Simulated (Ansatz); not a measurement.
Wavefunction ladder for C2H5FGaNO (`N/C(F)=[C](\O)[GaH2]`)

```xyz
11

N    -0.5830   -1.1718   -1.6691
C    -0.3955   -0.8150   -0.3708
F    -0.8315   -1.7435    0.4802
C     0.1136    0.3501    0.0755
O     0.5393    1.1837   -0.9597
Ga    0.2384    0.8225    1.9366
H    -0.1079   -0.5745   -2.3278
H    -0.5427   -2.1580   -1.8697
H     0.9202    1.9751   -0.5754
H    -0.2630   -0.0938    3.0919
H     0.9120    2.2251    2.1882
```

Charge 0, multiplicity 1. Correlated methods include outer-core shells of Ga, which these sets cover unevenly. Scalar relativity is left out up to krypton. The structure was optimised at the PBE0-D4/def2-TZVP level. It is one conformer, not always the lowest. Frozen core, restricted reference, Ansatz 0.2.0.

```csv
basis,HF (Eh),MP2 corr.
def2-SVP,-2230.10924,-1.01112
def2-TZVPP,-2230.72863,-1.24302
def2-QZVPP,-2230.78322,-1.57041
```

Q: Estimate the CCSD correlation energy and the (T) correction in each basis where they were run (hartree).

A: 
```tsv
basis	CCSD corr.	(T)
def2-SVP	-1.03646	-0.03161
```
